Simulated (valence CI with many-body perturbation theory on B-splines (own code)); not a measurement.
# Ir38+ in brief

Method: relativistic CI+MBPT: three valence electrons over a frozen Dirac-Fock core [Kr], a basis of 7 s, 7 p, 8 d, 6 f, 4 g, 1 h functions for each j, with the one-electron correlation potential Σ1, the two-electron term Σ2, the three-electron term Σ3, Breit, model QED; selected CI, second order for the rest, scaled by the run's own slope (own B-spline code, finite nucleus).

The last digits are not significant, and no measured levels were compared; by estimate large intervals hold to a few tenths of a per cent, small ones and those within an open d or f shell to about a per cent. Only levels of the ground parity were solved; by the run's estimate the other parity begins above the list, which can be wrong where configurations are misplaced.

Levels are named by their leading jj configuration (3d3/2^4 stands for four electrons in 3d with j = 3/2), which in mixed levels can hold well under half, so a name can repeat and another be missing.

Rates and lifetimes use the calculated energies. Strong lines usually hold to 10 to 20 %, long lifetimes can be off by a factor of two.

**Question.** What is the ground level?

**Answer.** (4d3/2^3) J=3/2, composition 48 % 4d³ ⁴F + 37 % 4d³ ²D + 10 % 4d³ ²P, g = 0.703.

**Question.** What is the ionisation energy?

**Answer.** 1741.4 eV; NIST lists 1739 ± 4 eV (theoretical).

**Question.** Name the longest-lived excited levels whose lifetime is computed, and their main decay.

**Answer.** (4d3/2^2 4d5/2) J=9/2 at 191490 cm⁻¹ lives 12.2 s, mostly by M1 to (4d3/2^2 4d5/2) J=7/2.

**Question.** How well does LS coupling describe the low levels?

**Answer.** Among the lowest 19 levels the leading LS term, summed over configurations, holds 57 % on average. For single configurations the figures are 57 % in LS and 97 % in jj coupling. Terms mix most in the J = 3/2 level at 175700 cm⁻¹, where the leading one holds 39 %.
